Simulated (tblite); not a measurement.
Species: C6H11P2 (charge +1).
SMILES with atom numbers: `[CH:1]#[C:2][P:3]([CH:4]=[CH2:5])[CH2:6][PH2+:7][CH3:8]` (hydrogens: H9 on C1; H10 on C4; H11, H12 on C5; H13, H14 on C6; H15, H16 on P7; H17, H18, H19 on C8)
Bond orders are those of one Lewis drawing.

Computed with GFN2-xTB (tblite), gas phase: L-BFGS steps from a force-field or distance-geometry start until the largest atomic force falls under 0.01 eV/Å.

Step 41: E = -624.2840 eV
```
atom  x, y, z in Å  |  force x, y, z in eV/Å
C1     -1.7387    2.3450    0.3717   -0.004   0.019   0.006
C2     -1.4207    1.2009    0.5637    0.007  -0.011  -0.007
P3     -1.0550   -0.4789    0.9747   -0.055  -0.036  -0.019
C4     -2.1650   -1.3337   -0.1919   -0.002  -0.018   0.015
C5     -3.4040   -0.9510   -0.4604    0.024   0.004   0.000
C6      0.5253   -0.5503   -0.1332   -0.023  -0.014  -0.006
P7      1.7521    0.5112    0.6393    0.014  -0.009   0.014
C8      3.4345   -0.1198    0.5264    0.055  -0.013   0.008
H9     -2.0129    3.3397    0.1670    0.003   0.017   0.010
H10    -1.7773   -2.2715   -0.5753    0.008   0.020   0.014
H11    -3.8242   -0.0446   -0.0527    0.013  -0.023  -0.035
H12    -4.0416   -1.5328   -1.1074    0.012   0.045   0.035
H13     0.3156   -0.2118   -1.1519    0.006  -0.016  -0.024
H14     0.9042   -1.5770   -0.1688    0.014   0.001   0.013
H15     1.4588    0.6717    1.9725   -0.042   0.000   0.042
H16     1.6944    1.7817    0.1211   -0.010   0.011  -0.031
H17     3.7204   -0.2661   -0.5162   -0.016   0.005  -0.021
H18     4.1336    0.5726    0.9946    0.010   0.056   0.001
H19     3.4909   -1.0762    1.0495   -0.014  -0.039  -0.014
```

Step 42: E = -624.2848 eV
```
atom  x, y, z in Å  |  force x, y, z in eV/Å
C1     -1.7362    2.3423    0.3738    0.001  -0.004   0.007
C2     -1.4185    1.1977    0.5658   -0.006   0.020  -0.012
P3     -1.0560   -0.4836    0.9750   -0.069  -0.027  -0.024
C4     -2.1665   -1.3358   -0.1944    0.002  -0.006   0.024
C5     -3.4039   -0.9482   -0.4642    0.026  -0.006   0.009
C6      0.5257   -0.5528   -0.1293   -0.003  -0.004   0.010
P7      1.7511    0.5139    0.6404    0.008   0.006   0.020
C8      3.4333   -0.1182    0.5255    0.034   0.000   0.001
H9     -2.0103    3.3374    0.1683    0.009   0.001   0.015
H10    -1.7801   -2.2757   -0.5751   -0.007   0.031   0.017
H11    -3.8217   -0.0393   -0.0591    0.026  -0.025  -0.029
H12    -4.0462   -1.5289   -1.1073    0.022   0.039   0.022
H13     0.3158   -0.2200   -1.1494    0.008  -0.009  -0.035
H14     0.9106   -1.5771   -0.1593    0.010  -0.013   0.006
H15     1.4597    0.6767    1.9746   -0.043   0.000   0.023
H16     1.6957    1.7847    0.1190   -0.016  -0.018  -0.018
H17     3.7148   -0.2589   -0.5188   -0.001   0.001  -0.030
H18     4.1329    0.5729    0.9947    0.013   0.050   0.003
H19     3.4902   -1.0777    1.0426   -0.013  -0.036  -0.007
```

Q: Estimate the geometry and energy of step 43. (The exact step hangs on the optimiser's Hessian estimate; all steps are aligned on step 42, rigid shifts and turns removed.)

A: E = -624.2854 eV, largest force 0.053 eV/Å
```
atom  x, y, z in Å  |  force x, y, z in eV/Å
C1     -1.7343    2.3401    0.3756    0.004  -0.018   0.007
C2     -1.4166    1.1953    0.5675   -0.018   0.033  -0.014
P3     -1.0581   -0.4877    0.9756   -0.050  -0.003  -0.017
C4     -2.1673   -1.3376   -0.1957    0.004   0.004   0.023
C5     -3.4029   -0.9459   -0.4671    0.017  -0.011   0.013
C6      0.5255   -0.5550   -0.1262    0.014   0.003   0.018
P7      1.7503    0.5157    0.6416   -0.001   0.012   0.020
C8      3.4329   -0.1171    0.5249    0.007   0.011  -0.005
H9     -2.0080    3.3354    0.1691    0.014  -0.010   0.019
H10    -1.7816   -2.2783   -0.5748   -0.014   0.024   0.014
H11    -3.8189   -0.0356   -0.0645    0.030  -0.009  -0.015
H12    -4.0490   -1.5247   -1.1071    0.020   0.021   0.000
H13     0.3152   -0.2267   -1.1477    0.013  -0.007  -0.030
H14     0.9153   -1.5775   -0.1518    0.003  -0.019   0.002
H15     1.4591    0.6807    1.9766   -0.039  -0.001   0.001
H16     1.6966    1.7864    0.1166   -0.019  -0.041  -0.006
H17     3.7102   -0.2529   -0.5213    0.011  -0.001  -0.026
H18     4.1322    0.5743    0.9948    0.011   0.031   0.001
H19     3.4897   -1.0797    1.0367   -0.007  -0.020  -0.005
```

The energy changes by -0.0006 eV. The first-order estimate −F·Δx gives -0.0008 eV and the mean of the old and new forces, exact on a quadratic surface, -0.0006 eV. The step makes an angle of 76° with the force vector and moves no atom by more than 0.009 Å.

The cost below is that of the whole relaxation. Time: 0.97 s of wall time. Hardware: one thread, Arm Neoverse V1 (aarch64), shared host with 32 logical CPUs at a one-minute load of 10.
